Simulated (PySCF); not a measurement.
C3H7O3 (SMILES COC(=[OH+])OC), charge +1, singlet, geometry from GFN2-xTB. Base run: DF-B3LYP/def2-SVP run with PySCF.

Here is a job for PySCF.
```python
from pyscf import gto, scf, dft

mol = gto.Mole()
mol.atom = '''
    C     2.360326    0.210272    0.093005
    O     1.145518   -0.558204    0.155947
    C    -0.009516   -0.027151    0.004040
    O    -0.222121    1.231151   -0.218695
    O    -0.995689   -0.823112    0.084021
    C    -2.346230   -0.346871   -0.069314
    H     2.393938    0.961555    0.885014
    H     3.155591   -0.515634    0.258059
    H     2.490539    0.663286   -0.892214
    H     0.551928    1.820132   -0.275470
    H    -2.581966    0.389031    0.699833
    H    -2.486504    0.094279   -1.056440
    H    -2.972671   -1.228821    0.044652
'''
mol.basis = 'def2-svp'
mol.charge = 1
mol.spin = 0
mol.verbose = 5
mol.build()

mf = dft.RKS(mol)
mf.xc = 'b3lyp'
mf = mf.density_fit(auxbasis='def2-universal-jkfit')
mf.kernel()
```

The base run was repeated with changes; each row names its change, and settings that it needs were set with it.

| change | basis functions | E (Eh) | HOMO (eV) | HOMO-LUMO gap (eV) |
|---|---|---|---|---|
| base | 119 | -343.67363 | -14.47 | 8.35 |
| basis = jorge-DZP-DKH; relativity = spin-free X2C; nucleus = Gaussian (with mol.nucmod = 'G'; without mf = mf.density_fit(auxbasis='def2-universal-jkfit')) | 125 | -344.18226 | -14.43 | 8.32 |
| basis = ANO-RCC-VDZP; relativity = none (without mf = mf.density_fit(auxbasis='def2-universal-jkfit')) | 119 | -344.04207 | -14.50 | 8.33 |
| basis = jorge-DZP-DKH; relativity = none (without mf = mf.density_fit(auxbasis='def2-universal-jkfit')) | 125 | -343.97130 | -14.44 | 8.32 |
| basis = ANO-RCC-VDZP; relativity = spin-free X2C; nucleus = Gaussian (with mol.nucmod = 'G'; without mf = mf.density_fit(auxbasis='def2-universal-jkfit')) | 119 | -344.26630 | -14.49 | 8.33 |
| basis = jorge-DZP-DKH; relativity = spin-free X2C (without mf = mf.density_fit(auxbasis='def2-universal-jkfit')) | 125 | -344.18231 | -14.43 | 8.32 |
| basis = cc-pVDZ-DK; relativity = spin-free X2C (without mf = mf.density_fit(auxbasis='def2-universal-jkfit')) | 119 | -344.15030 | -14.34 | 8.40 |
| basis = cc-pVDZ-DK; relativity = none (without mf = mf.density_fit(auxbasis='def2-universal-jkfit')) | 119 | -343.93545 | -14.35 | 8.40 |
| basis = cc-pVDZ-DK; relativity = spin-free X2C; nucleus = Gaussian (with mol.nucmod = 'G'; without mf = mf.density_fit(auxbasis='def2-universal-jkfit')) | 119 | -344.15025 | -14.34 | 8.40 |
| basis = ANO-RCC-VDZP; relativity = spin-free X2C (without mf = mf.density_fit(auxbasis='def2-universal-jkfit')) | 119 | -344.26635 | -14.49 | 8.33 |

Total energies compare only within one method and basis.

Basis sets contracted for a relativistic Hamiltonian are a mismatch without it, so the rows without relativity aren't non-relativistic limits. No row has spin-orbit coupling; sets with core potentials leave out the core electrons.
